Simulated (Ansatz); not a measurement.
Ansatz (a program for electronic structure) input (BLYP/LANL2DZ): The .json file is the Basis Set Exchange's LANL2DZ.

Ansatz 0.2 input:
```yaml
crystal:
  periodic: [false, false, false]
  atoms:
    - {symbol: Te, position_ang: [0.04424900, 0.01794800, 1.08399000]}
    - {symbol: I, position_ang: [0.96386800, -1.85549600, -0.54142400]}
    - {symbol: I, position_ang: [-1.00728200, 1.83788600, -0.52211300]}
basis:
  gaussian:
    orbitals: LANL2DZ.json
hamiltonian:
  xc: {name: BLYP}
total_charge: 1
magnetization: {spin_polarized: true, initial_magnetization: 1}
output: {forces: true}
```

Output:

```
Functional definition: BLYP
integrals: 0.01 GiB planned
372 factors; integrals over basis functions are off by at most 2.1e-4 eV
mean field: 0.09 GiB planned
mean field evaluation 1: about -827.2354 eV, gradient 9.1e0 eV
mean field evaluation 2: about -822.3208 eV, gradient 2.2e1 eV
mean field evaluation 4: about -828.1044 eV, gradient 8.1e-2 eV
mean field evaluation 8: about -828.0779 eV, gradient 1.3e-2 eV
mean field evaluation 16: about -828.0779 eV, gradient 1.2e-5 eV
mean field evaluation 32: about -826.4449 eV, gradient 9.0e-6 eV
mean field evaluation 64: about -826.2994 eV, gradient 3.4e-2 eV
mean field -828.07787978 eV, -30.4313007904 hartree, gradient 1.2e-5 eV, S^2 0.750583; 9 other end points of the search recorded, 0 dependent functions left out
the calculation of the forces begins
reference -828.07817465 eV, -30.4313116269 hartree; 10, 9 occupied and 14, 15 virtual orbitals, 372 factors
Total energy: -828.07817465 eV, -30.4313116269 hartree
Atom 0 at     0.044249     0.017948     1.083990 Å, force     0.090386     0.036662     2.214240 eV/Å
Atom 1 at     0.963868    -1.855496    -0.541424 Å, force     0.732322    -1.475176    -1.114737 eV/Å
Atom 2 at    -1.007282     1.837886    -0.522113 Å, force    -0.822708     1.438514    -1.099503 eV/Å
Dipole moment:     0.008979     0.003642     0.219971 e Å
```

The dipole moment of an ion depends on the origin.

The geometry given is a B3LYP-D3(BJ)/def2-TZVP minimum.
